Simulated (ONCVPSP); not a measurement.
**P: ONCV pseudisation with LDA (Perdew-Zunger), fully relativistic reference atom.**

ONCVPSP 4.0.1 was run on this input:

```
# ATOM AND REFERENCE CONFIGURATION
# atsym  z   nc   nv     iexc    psfile
  P 15.00    3    2        3      upf
#
#   n    l    f
    1    0    2.00
    2    0    2.00
    2    1    6.00
    3    0    2.00
    3    1    3.00
#
# PSEUDOPOTENTIAL AND OPTIMIZATION
# lmax
    2
#
#   l,   rc,      ep,       ncon, nbas, qcut
    0    1.50    0.00    4    8    4.10
    1    1.90    0.00    4    7    4.50
    2    1.85    0.30    3    8    5.10
#
# LOCAL POTENTIAL
# lloc, lpopt,  rc(5),   dvloc0
    4    5    1.40    2.00
#
# VANDERBILT-KLEINMAN-BYLANDER PROJECTORs
# l, nproj, debl
    0    3    3.50
    1    1    3.60
    2    2    0.80
#
# MODEL CORE CHARGE
# icmod, fcfact, rcfact
    2    0.35    0.80
#
# LOG DERIVATIVE ANALYSIS
# epsh1, epsh2, depsh
   -2.00    5.00    0.02
#
# OUTPUT GRID
# rlmax, drl
    6.00    0.01
#
# TEST CONFIGURATIONS
# ncnf
    4
# nvcnf
#   n    l    f
    2
    3    0    2.00
    3    1    2.00
#
    2
    3    0    2.00
    3    1    1.00
#
    2
    3    0    2.00
    3    1    0.00
#
    2
    3    0    2.00
    3    1    2.50
#
```

Command:

```bash
oncvpspr.x < P.dat > P.out
```

Resulting log (shortened: citation, most of the input echo, consistency checks and plot data are left out):

```
ONCVPSP  (Optimized Norm-Conservinng Vanderbilt PSeudopotential)
relativistic version 4.0.1

#   n    l    f        energy (Ha)
    1    0    2.00    -7.6287866D+01
    2    0    2.00    -6.3622477D+00
    2    1    6.00    -4.5639305D+00    -4.5975763D+00
    3    0    2.00    -5.1524189D-01
    3    1    3.00    -2.0520802D-01    -2.0723656D-01

Reference configufation results
  iterations    26
  all-electron total energy (Ha)   -3.40787729D+02

Begin loop to  construct optimized pseudo wave functions
and semi-local pseudopoentials for all angular momenta

   Wellstate for l =  0  n =  5 kap= -1
     eigenvalue =   2.9848
     asymptotic potential =   3.4848
     half-point radius =  3.0709

   Wellstate for l =  0  n =  6 kap= -1
     eigenvalue =   6.4848
     asymptotic potential =   6.9848
     half-point radius =  2.8682

Calculating optimized projector #   1

 for l=   0

    Fraction of norm inside rc  0.325868
    Optimizing pswf for qcut=   4.11 a_B^-1,  ecut=   8.45 Ha
    Residual kinetic energy error=  2.91D-03 Ha

    Energy error per electron        Cutoff
         Ha          eV             Ha
         0.01000     0.27211        6.58
         0.00100     0.02721       15.35
         0.00010     0.00272       62.28
         0.00001     0.00027       76.71

Calculating optimized projector #   2

 for l=   0

    Fraction of norm inside rc  0.098508
    Optimizing pswf for qcut=   4.11 a_B^-1,  ecut=   8.45 Ha
    Residual kinetic energy error=  2.97D-02 Ha

    Energy error per electron        Cutoff
         Ha          eV             Ha
         0.01000     0.27211        9.80
         0.00100     0.02721       23.62
         0.00010     0.00272       70.02
         0.00001     0.00027      107.68

Calculating optimized projector #   3

 for l=   0

    Fraction of norm inside rc  0.077034
    Optimizing pswf for qcut=   4.11 a_B^-1,  ecut=   8.45 Ha
    Residual kinetic energy error=  2.63D-01 Ha

    Energy error per electron        Cutoff
         Ha          eV             Ha
         0.01000     0.27211       31.26
         0.00100     0.02721      121.25
         0.00010     0.00272      139.27
         0.00001     0.00027      173.49

Calculating optimized projector #   1

 for l=   1

    Fraction of norm inside rc  0.371666
    Optimizing pswf for qcut=   4.51 a_B^-1,  ecut=  10.16 Ha
    Residual kinetic energy error=  7.38D-05 Ha

    Energy error per electron        Cutoff
         Ha          eV             Ha
         0.01000     0.27211        3.06
         0.00100     0.02721        4.46
         0.00010     0.00272        9.29
         0.00001     0.00027       32.94

Calculating optimized projector #   1

 for l=   1

    Fraction of norm inside rc  0.375241
    Optimizing pswf for qcut=   4.51 a_B^-1,  ecut=  10.16 Ha
    Residual kinetic energy error=  7.31D-05 Ha

    Energy error per electron        Cutoff
         Ha          eV             Ha
         0.01000     0.27211        3.09
         0.00100     0.02721        4.53
         0.00010     0.00272        9.23
         0.00001     0.00027       32.97

   Wellstate for l =  2  n =  3 kap= -3
     eigenvalue =   0.3000
     asymptotic potential =   0.8000
     half-point radius =  3.8271

   Wellstate for l =  2  n =  4 kap= -3
     eigenvalue =   1.1000
     asymptotic potential =   1.6000
     half-point radius =  3.9781

Calculating optimized projector #   1

 for l=   2

    Fraction of norm inside rc  0.281397
    Optimizing pswf for qcut=   5.09 a_B^-1,  ecut=  12.96 Ha
    Residual kinetic energy error=  4.73D-04 Ha

    Energy error per electron        Cutoff
         Ha          eV             Ha
         0.01000     0.27211        8.33
         0.00100     0.02721       11.79
         0.00010     0.00272       41.67
         0.00001     0.00027       94.38

Calculating optimized projector #   2

 for l=   2

    Fraction of norm inside rc  0.292717
    Optimizing pswf for qcut=   5.09 a_B^-1,  ecut=  12.96 Ha
    Residual kinetic energy error=  2.53D-03 Ha

    Energy error per electron        Cutoff
         Ha          eV             Ha
         0.01000     0.27211       10.83
         0.00100     0.02721       14.43
         0.00010     0.00272       33.65
         0.00001     0.00027       73.88

   Wellstate for l =  2  n =  3 kap=  2
     eigenvalue =   0.3000

   Wellstate for l =  2  n =  4 kap=  2
     eigenvalue =   1.0999

Calculating optimized projector #   1

 for l=   2

    Fraction of norm inside rc  0.281566
    Optimizing pswf for qcut=   5.09 a_B^-1,  ecut=  12.96 Ha
    Residual kinetic energy error=  4.75D-04 Ha

    Energy error per electron        Cutoff
         Ha          eV             Ha
         0.01000     0.27211        8.33
         0.00100     0.02721       11.80
         0.00010     0.00272       41.88
         0.00001     0.00027       94.43

Calculating optimized projector #   2

 for l=   2

    Fraction of norm inside rc  0.292797
    Optimizing pswf for qcut=   5.09 a_B^-1,  ecut=  12.96 Ha
    Residual kinetic energy error=  2.54D-03 Ha

    Energy error per electron        Cutoff
         Ha          eV             Ha
         0.01000     0.27211       10.83
         0.00100     0.02721       14.43
         0.00010     0.00272       33.69
         0.00001     0.00027       73.91

Construct Vanderbilt / Kleinmman-Bylander projectors

B matrix Hermiticity error, ll=  0  kap= -1
   1   2   -1.9884D-04
   1   3    3.1181D-04
   2   3    1.6962D-04

  Orthonormal projector coefficients  6.0074E+01  5.0860E+00  7.4741E-01

B matrix Hermiticity error, ll=  2  kap= -3
   1   2    2.6720D-05

  Orthonormal projector coefficients -3.3575E+00 -1.1210E+00

B matrix Hermiticity error, ll=  2  kap=  2
   1   2    2.6733D-05

  Orthonormal projector coefficients -3.3600E+00 -1.1220E+00

 Orthonormal scalar projector coefficients, l =  1
  6.6637E-01  3.3101E-06

 Orthonormal spin-orbit projector coefficients, l =  1
  6.8327E-03 -6.4565E-04

 Orthonormal scalar projector coefficients, l =  2
 -3.3585E+00 -1.1214E+00 -5.8726E-08 -1.5698E-09

 Orthonormal spin-orbit projector coefficients, l =  2
  1.1224E-03  4.1209E-04 -1.2924E-04 -2.5814E-06

Model core correction analysis
  based on d2Exc/dn_idn_j

d2excae - all-electron derivatives

   -2.785487D-02   -2.230246D-02
   -2.230292D-02   -2.070805D-02

d2excps - pseudofunction derivatives with no core correction

   -3.874998D-02   -3.045108D-02
   -3.045332D-02   -2.774035D-02

rms 2nd derivative error    8.674471E-03

amplitude prefactor, scale prefactor
   13.7945    1.1286

d2excps - pseudofunction derivatives with core correction

   -3.457916D-02   -2.799857D-02
   -2.799984D-02   -2.628891D-02

rms 2nd derivative error    5.942701E-03

Pseudoatom total energy   -6.458440

Diagnostic tests using Vanderbilt-Kleinman-Bylander pseudopotentials
  relativistic with J = L +/- 1/2 projectors

   l  kap   rcore       rmatch      e in        delta e    norm test   slope test

   0  -1   1.5082044   1.5539967  -0.5152419  -0.0000030   1.0000375   0.9997530
   0  -1   1.5082044   1.5539967   2.9847581   0.0000026   1.0002512   1.0002512
   0  -1   1.5082044   1.5539967   6.4847581   0.0002152   1.0003179   1.0003179

   1  -2   1.9045020   1.9623269  -0.2052080  -0.0000020   0.9999998   1.0000371
   1   1   1.9045020   1.9623269  -0.2072366   0.0000019   1.0000022   0.9999870

   2  -3   1.8594715   1.9159291   0.3000000  -0.0002002   0.9999801   0.9999801
   2   2   1.8594715   1.9159291   0.2998992  -0.0001983   0.9999810   0.9999810
   2  -3   1.8594715   1.9159291   1.1000000  -0.0000787   0.9999990   0.9999990
   2   2   1.8594715   1.9159291   1.0998165  -0.0000782   0.9999996   0.9999996

Diagnostic tests using Vanderbilt-Kleinman-Bylander pseudopotentials
  relativistic with scalar and spin-orbit non-local projectors

   l  kap   rcore       rmatch      e in        delta e    norm test   slope test

   0  -1   1.5082044   1.5539967  -0.5152419  -0.0000030   1.0000375   0.9997530
   0  -1   1.5082044   1.5539967   2.9847581   0.0000026   1.0002512   1.0002512
   0  -1   1.5082044   1.5539967   6.4847581   0.0002152   1.0003179   1.0003179

   1  -2   1.9045020   1.9623269  -0.2052080  -0.0000024   0.9999993   1.0000252
   1   1   1.9045020   1.9623269  -0.2072366   0.0000015   1.0000018   0.9999757

   2  -3   1.8594715   1.9159291   0.3000000  -0.0002002   0.9999801   0.9999801
   2   2   1.8594715   1.9159291   0.2998992  -0.0001983   0.9999810   0.9999810
   2  -3   1.8594715   1.9159291   1.1000000  -0.0000787   0.9999990   0.9999990
   2   2   1.8594715   1.9159291   1.0998165  -0.0000781   0.9999996   0.9999996

Ghost test for J = L + 1/2

 Testing for bound ghosts
   n   l    E NL Schr. Eq   E Basis Diag.   E Cutoff

   1   0       -0.515245       -0.505537    152.46

   2   1       -0.205210       -0.197154     42.21

 Testing for highly-localized positive-energy ghosts
       l    <radius>/rc     E Basis Diag.   E Cutoff

       0        0.759715       11.588302    152.46  WARNING - GHOST(+)

       0        0.780595       90.650998    152.46  WARNING - GHOST(+)

       0        0.491979      158.077240    152.46  WARNING - GHOST(+)

Ghost test for J = L - 1/2

 Testing for bound ghosts
   n   l    E NL Schr. Eq   E Basis Diag.   E Cutoff

   1   0       -0.515245       -0.505537    152.46

   2   1       -0.207235       -0.199350     42.21

 Testing for highly-localized positive-energy ghosts
       l    <radius>/rc     E Basis Diag.   E Cutoff

       0        0.759715       11.588302    152.46  WARNING - GHOST(+)

       0        0.780595       90.650998    152.46  WARNING - GHOST(+)

       0        0.491979      158.077240    152.46  WARNING - GHOST(+)

Test configuration 0

   n   l kap    f        eae           eps        diff
   1   0  -1  2.0000  -76.28786625
   2   0  -1  2.0000   -6.36224766
   2   1  -2  4.0000   -4.56393053
   2   1   1  2.0000   -4.59757635
   3   0  -1  2.0000   -0.51524189   -0.51524490   -3.01E-06
   3   1  -2  2.0000   -0.20520802   -0.20520998   -1.96E-06
   3   1   1  1.0000   -0.20723656   -0.20723468    1.88E-06

    Total energies and differences
      AE_ref= -3.40787729E+02  AE_tst= -3.40787729E+02  dif=  0.00E+00
      PS_ref= -6.45843959E+00  PS_tst= -6.45843959E+00  dif=  2.66E-15
      PSP excitation error= -2.66E-15

Test configuration 1

   n   l kap    f        eae           eps        diff
   1   0  -1  2.0000  -76.68645931
   2   0  -1  2.0000   -6.75262775
   2   1  -2  4.0000   -4.95512382
   2   1   1  2.0000   -4.98881496
   3   0  -1  2.0000   -0.85715487   -0.85675523    4.00E-04
   3   1  -2  1.3333   -0.52489381   -0.52459494    2.99E-04
   3   1   1  0.6667   -0.52738395   -0.52707954    3.04E-04

    Total energies and differences
      AE_ref= -3.40787729E+02  AE_tst= -3.40426818E+02  dif=  3.61E-01
      PS_ref= -6.45843959E+00  PS_tst= -6.09764750E+00  dif=  3.61E-01
      PSP excitation error=  1.19E-04

Test configuration 2

   n   l kap    f        eae           eps        diff
   1   0  -1  2.0000  -77.17795463
   2   0  -1  2.0000   -7.22671926
   2   1  -2  4.0000   -5.43083228
   2   1   1  2.0000   -5.46461936
   3   0  -1  2.0000   -1.25003134   -1.24874349    1.29E-03
   3   1  -2  0.6667   -0.89549211   -0.89447864    1.01E-03
   3   1   1  0.3333   -0.89848662   -0.89746652    1.02E-03

    Total energies and differences
      AE_ref= -3.40787729E+02  AE_tst= -3.39719408E+02  dif=  1.07E+00
      PS_ref= -6.45843959E+00  PS_tst= -5.39086132E+00  dif=  1.07E+00
      PSP excitation error=  7.42E-04

Test configuration 3

   n   l kap    f        eae           eps        diff
   1   0  -1  2.0000  -77.75304624
   2   0  -1  2.0000   -7.77352844
   2   1  -2  4.0000   -5.98019638
   2   1   1  2.0000   -6.01413950
   3   0  -1  2.0000   -1.68112389   -1.67853206    2.59E-03
   3   1  -2  0.0000   -1.30517084   -1.30517084    0.00E+00
   3   1   1  0.0000   -1.30871933   -1.30871933    0.00E+00

    Total energies and differences
      AE_ref= -3.40787729E+02  AE_tst= -3.38620796E+02  dif=  2.17E+00
      PS_ref= -6.45843959E+00  PS_tst= -4.29375308E+00  dif=  2.16E+00
      PSP excitation error=  2.25E-03

Test configuration 4

   n   l kap    f        eae           eps        diff
   1   0  -1  2.0000  -76.47463593
   2   0  -1  2.0000   -6.54593868
   2   1  -2  4.0000   -4.74793689
   2   1   1  2.0000   -4.78159971
   3   0  -1  2.0000   -0.67875379   -0.67860966    1.44E-04
   3   1  -2  1.6667   -0.35772367   -0.35762224    1.01E-04
   3   1   1  0.8333   -0.35997789   -0.35987174    1.06E-04

    Total energies and differences
      AE_ref= -3.40787729E+02  AE_tst= -3.40647306E+02  dif=  1.40E-01
      PS_ref= -6.45843959E+00  PS_tst= -6.31803910E+00  dif=  1.40E-01
      PSP excitation error=  2.25E-05
```

The run took about 2.9 s on one core of a shared server CPU.
